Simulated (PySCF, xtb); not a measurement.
germanium monotelluride (GeTe), SMILES [Ge]=[Te] (connectivity only; charge and spin as stated), neutral, multiplicity 1.

Harmonic wavenumbers (cm⁻¹) from GFN2-xTB run with xtb at its own minimum, in rising order: 376.

What does r2SCAN-D4/def2-TZVP (PySCF) give at its own minimum? (The exact figures need the calculation; the answer reports its results.)

332. Paired by order, the mean absolute difference is 44 cm⁻¹ and the zero-point energies are 0.5 and 0.5 kcal/mol.
